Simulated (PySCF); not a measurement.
```xyz
3
charge 0 multiplicity 2, angstrom
Rh    0.0000    0.0000   -0.7630
S     1.0067    0.0000    1.2279
S    -1.0067    0.0000    1.2279
```

Computed with PySCF, UPBE0, basis Rh def2-SVP with ECP28, S def2-SVP (scalar-relativistic core potentials, no spin–orbit coupling, density fitting).

This geometry of RhS₂ is a stationary point at this level.

(1) What is the point group?

(2) Is it a minimum?

(3) Give the atomic charges and bond orders.

(4) Give the ideal-gas entropy at 298.15 K and 1 bar by parts.

(5) What is the atomisation energy, with and without zero-point energy?

Answers

(1) C2v.

(2) Yes: all harmonic wavenumbers are real.

(3) 
| atom | Mulliken | Löwdin | polar tensor | spin (Mulliken) | Mayer order to Rh1 |
| --- | --- | --- | --- | --- | --- |
| Rh1 | 0.07 | -0.54 | 0.34 | 0.55 | – |
| S2,3 | -0.03 | 0.27 | -0.17 | 0.22 | 1.20 |
Other Mayer orders above 0.3: S–S 1.22.

(4) translation 172.7, rotation 103.5, vibration 14.1, spin 5.8; total 296.1 J/(mol K).

(5) 659 kJ/mol without, 652 kJ/mol with.

Only a few start shapes were tried, so a lower isomer may exist. Open d and f shells are described by one determinant, and the ground state may have another occupation or spin.
